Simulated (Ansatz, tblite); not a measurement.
Cost and result up the ladder for 1CB, `Cc1ccc(-c2ccc(C#N)cc2)cc1` (26 atoms). Charge 0, multiplicity 1. Geometry: PBE-D4/def2-SVP.

```xyz
26

C    -1.438   -0.315   -4.470
C    -0.999   -0.207   -3.033
C    -0.602    1.026   -2.477
C    -0.168    1.122   -1.150
C    -0.107   -0.020   -0.320
C     0.351    0.078    1.086
C     0.091    1.233    1.860
C     0.520    1.332    3.185
C     1.230    0.264    3.783
C     1.674    0.357    5.142
N     2.039    0.433    6.256
C     1.497   -0.898    3.021
C     1.061   -0.983    1.697
C    -0.504   -1.257   -0.876
C    -0.943   -1.346   -2.201
H    -2.273   -1.034   -4.589
H    -1.764    0.663   -4.875
H    -0.607   -0.677   -5.114
H    -0.629    1.933   -3.103
H     0.159    2.097   -0.759
H    -0.487    2.060    1.421
H     0.303    2.234    3.775
H     2.056   -1.728    3.477
H     1.302   -1.882    1.110
H    -0.504   -2.161   -0.247
H    -1.257   -2.323   -2.601
```

Ansatz on 4 threads of AMD EPYC 9R45 on a shared host; xTB runs through tblite on one thread. Times are rough, summed over both states, and most runs start from the orbitals of an earlier one. PBE0-D4/def2-SVP serves as the yardstick here, not as an exact answer. The other state is a doublet.

The xTB rows come from tblite.

Raw xTB energies of ions are shifted by several eV.

```tsv
level	functions	wall time
GFN2-xTB	71	0.035 s
GFN1-xTB	82	0.042 s
PBE-D4/def2-SVP	265	5.7 s
PBE0-D4/def2-SVP	265	12 s
```

**Question.** Estimate what each level gives for the vertical IE (eV).

**Answer.** 
```
           level  vertical IE (eV)  difference from PBE0-D4/def2-SVP (eV)
        GFN2-xTB             12.83                                   4.60
        GFN1-xTB             13.67                                   5.44
 PBE-D4/def2-SVP              7.99                                  -0.24
PBE0-D4/def2-SVP              8.23                                   0.00
```
